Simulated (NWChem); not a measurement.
System: CH₄FNO₂Si; SMILES N[Si]1(F)OCO1

Parts of the log:

```
             Northwest Computational Chemistry Package (NWChem) 7.3.0
             --------------------------------------------------------

 CS  symmetry detected

                             Geometry "geometry" -> ""
                             -------------------------

 Output coordinates in angstroms (scale by  1.889725989 to convert to a.u.)

  No.       Tag          Charge          X              Y              Z
 ---- ---------------- ---------- -------------- -------------- --------------
    1 N                    7.0000    -1.23231204     1.50849249     0.00000000
    2 Si                  14.0000     0.00026350     0.35771039     0.00000000
    3 F                    9.0000     1.35887608     1.20425046     0.00000000
    4 O                    8.0000    -0.02893583    -0.90045658     1.10852424
    5 C                    6.0000     0.00929402    -1.81769133     0.00000000
    6 O                    8.0000    -0.02893583    -0.90045658    -1.10852424
    7 H                    1.0000    -1.05280118     2.50262780     0.00000000
    8 H                    1.0000    -2.21464560     1.27314320     0.00000000
    9 H                    1.0000     0.93780977    -2.39827744     0.00000000
   10 H                    1.0000    -0.87054327    -2.46968748     0.00000000

 Effective nuclear repulsion energy (a.u.)     336.9368496348

      Symmetry information
      --------------------

 Group name             Cs
 Group number              2
 Group order               2
 No. of unique centers     9

                                 NWChem DFT Module
                                 -----------------

 Summary of "ao basis" -> "ao basis" (spherical)
 ------------------------------------------------------------------------------
       Tag                 Description            Shells   Functions and Types
 ---------------- ------------------------------  ------  ---------------------
 N                          def2-svp                 6       14   3s2p1d
 Si                         def2-svp                 8       18   4s3p1d
 F                          def2-svp                 6       14   3s2p1d
 O                          def2-svp                 6       14   3s2p1d
 C                          def2-svp                 6       14   3s2p1d
 H                          def2-svp                 3        5   2s1p

      Symmetry analysis of basis
      --------------------------

        a'         73
        a"         35

            General Information
            -------------------
          SCF calculation type: DFT
          Wavefunction type:  closed shell.
          No. of atoms     :    10
          No. of electrons :    56
           Alpha electrons :    28
            Beta electrons :    28
          Charge           :     0
          Spin multiplicity:     1
          Use of symmetry is: off; symmetry adaption is: on
          Maximum number of iterations: 150
          AO basis - number of functions:   108
                     number of shells:    50
          Convergence on energy requested:  1.00D-06
          Convergence on density requested:  1.00D-05
          Convergence on gradient requested:  5.00D-04

              XC Information
              --------------
                         PBE0 Method XC Functional
                     Hartree-Fock (Exact) Exchange  0.250
          PerdewBurkeErnzerhof Exchange Functional  0.750
            Perdew 1991 LDA Correlation Functional  1.000 local
           PerdewBurkeErnz. Correlation Functional  1.000 non-local

[...]

                                NWChem TDDFT Module
                                -------------------

            General Information
            -------------------
           No. of orbitals :     216
            Alpha orbitals :     108
             Beta orbitals :     108
        Alpha frozen cores :       0
         Beta frozen cores :       0
     Alpha frozen virtuals :       0
      Beta frozen virtuals :       0
         Spin multiplicity :       1
    Number of AO functions :     108
        Use of symmetry is : off
      Symmetry adaption is : on
         Schwarz screening :  0.10D-07

              XC Information
              --------------
                  PBE0 Method XC Functional
              Hartree-Fock (Exact) Exchange   0.25
   PerdewBurkeErnzerhof Exchange Functional   0.75
     Perdew 1991 LDA Correlation Functional   1.00 local
    PerdewBurkeErnz. Correlation Functional   1.00 non-local

             TDDFT Information
             -----------------
          Calculation type : Tamm-Dancoff TDDFT
         Wavefunction type : Restricted singlets
          No. of electrons :      56
           Alpha electrons :      28
            Beta electrons :      28
              No. of roots :       6
          Max subspacesize :    5200
            Max iterations :     100
               Target root :       1
           Target symmetry : none
      Symmetry restriction : off
                 Algorithm : Optimal
        Davidson threshold :  0.10D-03

    6 smallest eigenvalue differences (eV)
--------------------------------------------------------
  No. Spin  Occ  Vir  Irrep   E(Occ)    E(Vir)   E(Diff)
--------------------------------------------------------
    1    1   28   29 a"       -0.302     0.044     9.405
    2    1   27   29 a'       -0.309     0.044     9.594
    3    1   26   29 a"       -0.335     0.044    10.300
    4    1   25   29 a"       -0.336     0.044    10.324
    5    1   28   30 a'       -0.302     0.079    10.360
    6    1   27   30 a"       -0.309     0.079    10.548
--------------------------------------------------------

  Entering Davidson iterations
  Restricted singlet excited states

  Iter   NTrls   NConv    DeltaV     DeltaE      Time
  ----  ------  ------  ---------  ---------  ---------
    1      6       0     0.14E+00   0.10+100       18.1
    2     12       0     0.33E-01   0.22E-01       18.2
    3     18       0     0.21E-01   0.29E-02       17.9
    4     24       0     0.14E-01   0.98E-03       18.1
    5     30       0     0.40E-01   0.45E-02       18.2
    6     36       1     0.87E-02   0.15E-02       17.8
    7     41       2     0.18E-02   0.10E-03       16.9
    8     45       3     0.28E-03   0.39E-05       15.5
    9     48       6     0.81E-04   0.15E-06       14.6
  ----  ------  ------  ---------  ---------  ---------
  Convergence criterion met

  Ground state a'       -634.357169025657 a.u.

  ----------------------------------------------------------------------------
  Root   1 singlet a"             0.287709001 a.u.                7.8290 eV
  ----------------------------------------------------------------------------
     Transition Moments    X -0.00000   Y  0.00000   Z  0.43048
     Dipole Oscillator Strength                    0.0355449522
     Electric Quadrupole                           0.0000001915
     Magnetic Dipole                               0.0000031580
     Total Oscillator Strength                     0.0355483017

     Occ.   25  a"  ---  Virt.   29  a'      -0.12283
     Occ.   28  a"  ---  Virt.   29  a'      -0.98659
  ----------------------------------------------------------------------------
  Root   2 singlet a'             0.307676444 a.u.                8.3723 eV
  ----------------------------------------------------------------------------
     Transition Moments    X  0.24097   Y -0.08707   Z -0.00000
     Dipole Oscillator Strength                    0.0134651952
     Electric Quadrupole                           0.0000001227
     Magnetic Dipole                               0.0000000898
     Total Oscillator Strength                     0.0134654076

     Occ.   25  a"  ---  Virt.   30  a"      -0.05444
     Occ.   27  a'  ---  Virt.   29  a'       0.97644
     Occ.   27  a'  ---  Virt.   31  a'       0.08130
     Occ.   27  a'  ---  Virt.   32  a'       0.13110
     Occ.   27  a'  ---  Virt.   33  a'       0.06532
     Occ.   27  a'  ---  Virt.   34  a'       0.06298
     Occ.   27  a'  ---  Virt.   35  a'       0.05801
  ----------------------------------------------------------------------------
  Root   3 singlet a"             0.322488512 a.u.                8.7754 eV
  ----------------------------------------------------------------------------
     Transition Moments    X  0.00000   Y  0.00000   Z  0.05196
     Dipole Oscillator Strength                    0.0005804743
     Electric Quadrupole                           0.0000000616
     Magnetic Dipole                               0.0000020983
     Total Oscillator Strength                     0.0005826342

     Occ.   25  a"  ---  Virt.   29  a'      -0.42900
     Occ.   26  a"  ---  Virt.   29  a'      -0.39562
     Occ.   26  a"  ---  Virt.   32  a'      -0.06569
     Occ.   27  a'  ---  Virt.   30  a"       0.78800
     Occ.   28  a"  ---  Virt.   32  a'       0.08916
     Occ.   28  a"  ---  Virt.   33  a'       0.06659
  ----------------------------------------------------------------------------
  Root   4 singlet a"             0.329564300 a.u.                8.9679 eV
  ----------------------------------------------------------------------------
     Transition Moments    X -0.00000   Y  0.00000   Z  0.05507
     Dipole Oscillator Strength                    0.0006663554
     Electric Quadrupole                           0.0000000106
     Magnetic Dipole                               0.0000002161
     Total Oscillator Strength                     0.0006665821

[...]
```

Level: PBE0/def2-SVP, TDA. Geometry: optimised at B3LYP/6-31G* (spherical d).

**Question.** Write an input that gives this output.

**Answer.** Several could match; the one computed here: the input that was run:
```
start job
memory heap 200 mb stack 900 mb global 1100 mb
geometry units angstroms noautoz
  N     -1.191918     1.548225    -0.067524
  Si     0.004173     0.364769     0.043562
  F      1.366375     1.171805     0.279267
  O     -0.207549    -0.946032     1.068075
  C     -0.031947    -1.807298    -0.071653
  O      0.105978    -0.834975    -1.123881
  H     -0.993646     2.535690     0.010772
  H     -2.169045     1.340817    -0.217768
  H      0.875012    -2.412971     0.027379
  H     -0.916255    -2.433539    -0.229875
end
basis spherical
  N library def2-svp
  Si library def2-svp
  F library def2-svp
  O library def2-svp
  C library def2-svp
  H library def2-svp
end
dft
  xc pbe0
  iterations 150
end
tddft
  cis
  nroots 6
  notriplet
end
task tddft energy
```
